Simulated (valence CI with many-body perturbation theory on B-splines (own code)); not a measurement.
Sensitivity of CI+MBPT for O+

Method: valence CI with perturbative core correlation (CI+MBPT): five valence electrons over a frozen Dirac-Fock core [He], radial functions for each j: 6 s, 6 p, 5 d, 3 f, 1 g, with the one-electron correlation potential Σ1 (screened to all orders), the two-electron term Σ2, the three-electron term Σ3, Breit, model QED; selected single and double excitations, second order for the rest, scaled by the run's own slope (own B-spline code, finite nucleus).

Against 32 measured levels this calculation errs by 228 cm⁻¹ on average and by 935 at most. Among the levels kept, up to 1800 cm⁻¹ of a level comes from second order outside the variational space, and about a tenth of that is noise between levels of different J, which matters for small intervals.

The reference run has the lowest level 2s2.2p3 4S°_3/2 and an ionisation energy of 35.0868 eV. Its largest variational space holds 10204 state functions.

Changed runs:
A. box radius (bohr) 28.009 → 20.1
B. lowest core n in screening and Σ2 1 → 3; shift of the energy in Σ1 (hartree) 0 → -0.3
C. hole-hole ladder in Σ2 on → off
D. box radius (bohr) 28.009 → 5.74 (bad on purpose)

Excitation energies of the reference run in cm⁻¹, and shifts in cm⁻¹:

```tsv
Level	Reference	A	C	D
2s2.2p3 2D°_5/2	27168	-0.2	+0.6	-2.3
2s2.2p3 2D°_3/2	27189	-0.3	+0.5	+1.7
2s2.2p3 2P°_3/2	40909	-0.4	+5.5	+3.6
2s2.2p3 2P°_1/2	40911	-0.5	+5.4	+8.2
2s.2p4 4P_5/2	119932	-0.1	-21	+20
2s.2p4 4P_3/2	120092	0	-21	+18
2s.2p4 4P_1/2	120169	-0.3	-21	+19
2s.2p4 2D_5/2	166474	-0.2	-20	+1.4
2s.2p4 2D_3/2	166479	-0.3	-20	+2.1
2s2.2p2.3s 4P_1/2	185059	-0.8	+4.8	+7765
2s2.2p2.3s 4P_3/2	185180	-0.5	+4.9	+7752
2s2.2p2.3s 4P_5/2	185335	-0.5	+4.9	+7749
Ionisation energy (eV)	35.0868	-3.6e-05	+0.00033	-0.0028
```

Run B: It gave no result: the setting left no core shell for the response of the core. The program said: "need at least one array to concatenate".
